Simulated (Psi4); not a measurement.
A dimer, C3H6O ··· H3B (SMILES CC(C)=O and B); the first 10 atoms form monomer A.

```
14

C     -1.2818    -0.1508    -0.1091
C     -0.0100     0.6191     0.1717
C      1.2865    -0.1469     0.0247
O     -0.0286     1.7829     0.4975
H     -2.1477     0.4840     0.0622
H     -1.3383    -1.0362     0.5290
H     -1.2838    -0.5048    -1.1432
H      1.3144    -0.9716     0.7417
H      2.1321     0.5147     0.1969
H      1.3572    -0.5904    -0.9713
B     -1.4715     2.9399     0.7287
H     -0.7015     3.8035     1.0041
H     -1.9118     2.2407     1.5841
H     -1.8009     2.7754    -0.4022
```

Problem. What interaction energy does SAPT0/jun-cc-pVDZ, frozen core (Psi4 1.11) give, and which attractive term is the largest?

Solution. Total -7.35 kcal/mol: electrostatics -34.76, exchange 58.77, induction -21.85, dispersion -9.51. The most attractive term is electrostatics.
